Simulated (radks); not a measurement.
Results of a calculation; reference values are marked as such.
Q: The platinum ion Pt52+, 26 electrons, occupied as [Ar] 3d8. Level of theory: scalar-relativistic Kohn-Sham, PBE, spin-unpolarised, spherical densities, point nucleus (a radial shooting solver on a logarithmic mesh with Libxc functionals). Some entries of the table are withheld. Estimate them.

| orbital | occ. | eigenvalue (eV) | <r^2> (bohr^2) |
|---|---|---|---|
| 1s | 2 | -81527.74 | 0.0004057 |
| 2s | 2 | -16800.14 | 0.006155 |
| 2p | 6 | -14970.65 | 0.005154 |
| 3s | 2 | -6035.525 | 0.03766 |
| 3p | 6 | -5498.143 | (1) |
| 3d | 8 | (2) | 0.03062 |

A: 
(1) 3p <r^2> (bohr^2): 0.03797
(2) 3d eigenvalue (eV): -4958.247
